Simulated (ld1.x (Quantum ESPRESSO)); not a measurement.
**boron (B): PAW pseudisation with LDA (PZ), scalar-relativistic reference atom.**

- Element: B
- Generator: ld1.x (Quantum ESPRESSO) 7.5
- Type: PAW
- Functional: LDA (PZ)
- Relativity: scalar-relativistic
- Frozen core: [He]
- Valence charge: 3
- Reference configuration: 2s1.75 2p1.25
- Partial waves: 2s (bound): rcut 1.45, rcutus 1.75 bohr; 2s channel at 3.1 Ry: rcut 1.45, rcutus 1.75 bohr; 2p (bound): rcut 1.95, rcutus 2.55 bohr; 2p channel at 0.55 Ry: rcut 1.95, rcutus 2.55 bohr
- Local potential: all-electron potential smoothed inside 1.30 bohr (lloc = -2)
- Core correction: Bessel-smoothed model core inside 1.05 bohr
- Augmentation charge: PSQ, inside the norm-conserving radii

All-electron outer shells of the reference configuration (LDA (PZ), scalar-relativistic, ld1.x):

| shell | level (eV) | outermost node (bohr) | outermost maximum (bohr) |
| --- | --- | --- | --- |
| 1s | -178.93 | – | 0.21 |
| 2s | -9.51 | 0.46 | 1.52 |
| 2p | -3.84 | – | 1.55 |

Does the generator finish with these settings?

Yes, a potential is produced and its reference levels are reproduced.

Estimate the cutoffs (Ry, on a coarse ladder) from which the occupation-weighted sum of valence levels, in a spherical-Bessel basis at the reference potential, stays within 10 and 1 mRy of its value at 400 Ry.

8 Ry and 12 Ry.

What does a ghost test show?

No extra level below or beside the all-electron valence levels (s, p, d, f tested).

Is the overlap operator S = 1 + Σ q|β⟩⟨β| positive definite (Bessel basis up to 400 Ry)?

Yes: its lowest eigenvalue is 0.61 (s channel).

Which valence shell sets the plane-wave cutoff?

2p: its level needs 10 Ry to come within 1 mRy, against 8 Ry for 2s.

Tests: 2s2 2p1; 2s2 2p0; 2s1 2p0; 2s1 2p2; 2s0 2p3; 2s1 2p1; 2s2 2p0.5. Which has the largest error in its energy relative to the reference configuration, and how large is it?

2s1 2p0, with -6.0 meV (all-electron minus pseudo) on +32.21 eV.
